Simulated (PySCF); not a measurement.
Compound: C8H8 (charge +1 and doublet state).
Z-matrix (Å and degrees, GFN2-xTB geometry), rows numbered from 1:
```
C 
C   1  1.3602
C   2  1.4260  1  126.10
C   3  1.4262  2  118.44  1   179.86
C   4  1.3710  3  120.74  2  -179.84
C   5  1.4030  4  119.86  3    -0.18
C   6  1.4036  5  120.44  4     0.23
C   7  1.3709  6  120.23  5    -0.21
H   1  1.0783  2  123.28  3    -0.34
H   1  1.0787  2  120.43  3   179.64
H   2  1.0841  1  118.16  3  -179.99
H   4  1.0801  3  118.90  2     0.05
H   5  1.0793  4  120.41  3   179.89
H   6  1.0804  5  119.84  4  -179.65
H   7  1.0795  6  119.56  5   179.83
H   8  1.0782  3  119.91  2    -0.14
```

The hyperfine couplings belong to this conformer and change with its torsions.

The species is `C=C[C+]1[CH]C=CC=C1` [radical] (charge +1).

Computed with PySCF 2.14.0, UKS B3LYP, pcH-1 on C H, non-relativistic, mean-field spin-orbit, GIAO. One conformer (not necessarily the lowest) at the GFN2-xTB geometry, without solvent, vibrations or thermal averaging. Couplings are sensitive to structure, and on GFN2-xTB geometries they can be far from those on DFT ones, by a factor of two or more for some ions and for spin on atoms past the first row. The SCF solution wasn't tested for stability.

Largest spin populations (Mulliken): C1 (+0.47), C6 (+0.31), C3 (+0.20) and C8 (+0.11). Three atoms exceed +0.15.

McConnell's relation a(H) = Q·ρ ties the coupling of a proton on a planar π carbon to the spin population of that carbon. What Q do the computed values give?

| H | C | ρ(C) | a(H) (G) | a/ρ (G) |
| --- | --- | --- | --- | --- |
| H9 | C1 | +0.473 | -10.50 | -22.2 |
| H10 | C1 | +0.473 | -10.99 | -23.2 |
| H12 | C4 | +0.085 | -2.52 | -29.7 |
| H14 | C6 | +0.314 | -7.16 | -22.8 |
| H16 | C8 | +0.106 | -2.95 | -27.9 |

A least-squares line through the origin gives Q = -22.9 G with Mulliken populations.

Leave H9 and its like out of the fit. How well does the relation then predict its coupling?

The other protons give Q = -23.7 G, so a = -23.7 × 0.473 ≈ -11.22 G, against the computed -10.50 G.

Couplings in gauss use g_iso = 2.0025.

Hardware: one thread of an Arm Neoverse N1, shared host. Cost: 1.9 min wall (grids of density and orbitals included), 1.1 GiB resident at most.

The SMILES draws the unpaired electron on C4; the largest computed Mulliken spin population is on C1 (0.47 against 0.08).
